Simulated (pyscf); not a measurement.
## `[O-][CH2][OH]`, singlet

Gas-phase minimum from PySCF at ωB97X-D3(BJ)/def2-SVPD, one conformer. 

```xyz
6

O      0.4875     1.5358    -0.1451
C      0.1744     0.2910    -0.4135
O      0.2169    -0.5738     0.8121
H     -0.8735     0.1267    -0.8061
H      0.8706    -0.2427    -1.1275
H      0.4791     0.0993     1.4526
```
Charge -1, spin multiplicity 1.

Bonds (Å): O1–C2 1.311, C2–O3 1.501, C2–H4 1.131, C2–H5 1.131, O3–H6 0.965. Bond angles (°): O1–C2–O3 111.9, O1–C2–H4 115.5, O1–C2–H5 115.5, O3–C2–H4 103.1, O3–C2–H5 103.1, H4–C2–H5 106.4, C2–O3–H6 98.5.

Properties at ωB97X-D3(BJ)/def2-SVPD:

```json
{
  "harmonic_wavenumbers_unscaled": "267, 487, 817, 1139, 1144, 1221, 1332, 1400, 1524, 2695, 2736, 3845 cm⁻¹",
  "zero_point_energy": "26.6 kcal/mol",
  "rotational_symmetry_number": "1",
  "Entropy of this conformer at 298 K and 1 atm, rigid rotor and harmonic oscillator, modes under 100 cm⁻¹ raised to 100": "259.1 J/(mol K)",
  "dipole_moment": "depends on origin"
}
```

Single-point totals, which compare only within one level (frozen core for MP2 and CC):

```
level                    total energy (hartree)
-----------------------  ----------------------
ωB97X-D3(BJ)/def2-TZVPD              -190.48240
PBE/def2-TZVPD                       -190.23707
r²SCAN/def2-TZVPD                    -190.34133
B3LYP-D3(BJ)/def2-TZVPD              -190.45102
PBE0-D3(BJ)/def2-TZVPD               -190.23188
M06-2X/def2-TZVPD                    -190.35929
ωB97M-D3(BJ)/def2-TZVPD              -190.48240
HF/def2-TZVPPD                       -189.38339
MP2/def2-TZVPPD                      -190.06698
CCSD/def2-TZVPPD                     -190.07347
CCSD(T)/def2-TZVPPD                  -190.10202
```

The CCSD(T) − MP2 part came from Ansatz, without density fitting, on the same reference.
